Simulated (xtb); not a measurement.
Te(I)(NH2) (H₂INTe), SMILES N[Te]I. All values are semi-empirical tight-binding results from xtb (GFN2-xTB unless named), good for trends rather than for accurate numbers. The structure is a stationary point at GFN2-xTB. Other conformers were not sampled.

Optimised geometry:

```xyz
5

Te     0.3538     1.1879     0.0000
I     -0.0684    -1.4803     0.0000
N     -1.5188     1.8978     0.0000
H     -2.0700     1.7007     0.8215
H     -2.0700     1.7007    -0.8215
```
Charge 0, spin multiplicity 1.

| Quantity | Result |
|---|---|
| point group as xtb finds it | Cs |
| orbital gap | 3.07 eV |
| zero-point energy | 15.8 kcal/mol |
| G − E(el) at 298.15 K (modified RRHO) | -3.8 kcal/mol |
| static polarisability (D4 model) | 82.7 bohr³ |
| solvation energy, GFN2-xTB/ALPB(water) | -4.8 kcal/mol |
| solvation energy, GFN2-xTB/ALPB(thf) | -7.7 kcal/mol |

Question: Give the atomic charges and the Wiberg bond orders between heavy atoms. (An estimate is asked for; the answer gives what the named calculation found.)

Answer: charges (e) Te1 0.15, I2 -0.10, N3 -0.36, H4 0.16, H5 0.16. Bond orders Te1–I2 1.14, Te1–N3 1.19.
